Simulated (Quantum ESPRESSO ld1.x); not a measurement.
Q: Radial electron density D(r) = 4 pi r^2 rho(r) of an atom or ion with 32 electrons. Method: scalar-relativistic Kohn-Sham, PBE, spin-unpolarised, spherical densities, point nucleus; computed with ld1.x of Quantum ESPRESSO 7.5.

```
   r/bohr * D(r) (the largest magnitude, 84.2, reaches the edge; | marks zero)
 0.003684 |        *
 0.004797 |             *
 0.006246 |                  *
 0.008133 |                         *
  0.01059 |                                *
  0.01379 |                                      *
  0.01781 |                                          *
  0.02319 |                                         *
   0.0302 |                                      *
  0.03933 |                                    *
  0.05121 |                                        *
  0.06668 |                                                *
  0.08683 |                                                      *
   0.1131 |                                                 *
   0.1472 |                                      *
   0.1917 |                                     *
   0.2496 |                                           *
    0.325 |                                     *
   0.4232 |                   *
   0.5511 |        *
   0.7176 |    *
   0.9344 | *
    1.217 |*
    1.584 |*
    2.063 *
    2.686 *
```

What is the nuclear charge?

A: Z = 51. The innermost maximum, from 1s, lies near gamma/Z bohr with gamma = sqrt(1 - (Z/c)^2) = 0.928, here 0.0182 bohr (found: 0.0199), and its height grows with Z. The density is that of the antimony ion Sb19+ in [Ar] 3d10 4s2 4p1 5p1; the configuration itself is not fixed sharply by these data, and Z only to a few units. D(r) has 3 maxima, at r = 0.0199, 0.0875, 0.260 bohr, and minima at 0.0390, 0.170 bohr, inside which lie 1.99, 11.14 electrons.
